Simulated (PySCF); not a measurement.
# TDDFT excited states: C4H7FO3

Compound: C4H7FO3.
SMILES: `CO[C@@H]1OCO[C@@H]1F`

Method used: TDDFT CAM-B3LYP/def2-SVPD, vertical, gas phase, core orbitals frozen in the response (PySCF). Isolated species at its GFN2-xTB geometry (one conformer only).

Question: Predict the UV-vis stick spectrum at this level.

Answer: 

```tsv
state	E (eV)	ν̃ (cm⁻¹)	f	main configurations (H = HOMO, L = LUMO)
S1	7.91	63770	0.0061	H→L (81%)
S2	8.13	65560	0.021	H-1→L (74%)
S3	8.63	69640	0.017	H→L+1 (51%), H-2→L (18%)
S4	8.66	69880	0.0076	H-2→L (43%), H-1→L+1 (16%), H→L+2 (10%)
S5	8.78	70800	0.012	H→L+2 (39%), H-1→L+2 (20%), H-1→L+1 (13%)
S6	8.91	71830	0.049	H→L+3 (53%), H-1→L+2 (15%)
S7	9.01	72670	0.0036	H-1→L+3 (44%), H-1→L+2 (9%)
S8	9.06	73080	0.0076	H-1→L+1 (18%), H-2→L (14%), H→L+4 (10%)
```

Triplets, Tamm–Dancoff:

```json
{"state": "T1", "E (eV)": "7.73", "λ (nm)": "160.3", "main configurations (H = HOMO, L = LUMO)": "H→L (65%), H-1→L (10%)"}
{"state": "T2", "E (eV)": "7.94", "λ (nm)": "156.2", "main configurations (H = HOMO, L = LUMO)": "H-1→L (63%), H→L (14%)"}
{"state": "T3", "E (eV)": "8.35", "λ (nm)": "148.5", "main configurations (H = HOMO, L = LUMO)": "H→L+1 (33%), H→L+3 (16%), H→L+4 (9%)"}
```

The lowest singlet comes at 157 nm (763 kJ/mol) in the vacuum ultraviolet; it is weak; its leading configuration is HOMO→LUMO (81%). The strongest level in the table is S6 at 8.91 eV (139 nm, f = 0.049). Löwdin shares by element: HOMO oxygen 66% or more, carbon 13% or more (atoms not listed hold the other 21%); LUMO carbon 35% or more, hydrogen 10% or more (atoms not listed hold the other 55%). Of the 8 states listed, 4 reach f = 0.01 and none stays under 0.0005. Orbital energies (eV): HOMO-3 -11.16, HOMO-2 -10.56, HOMO-1 -9.99, HOMO -9.76, LUMO 1.18, LUMO+1 1.71, LUMO+2 1.90. Weighted by f, the mean energy of these states is 8.67 eV. The window holds the lowest 8 singlets.

Without π bonds the low states are Rydberg-like; a valence basis with one diffuse set may place them up to an eV too high.
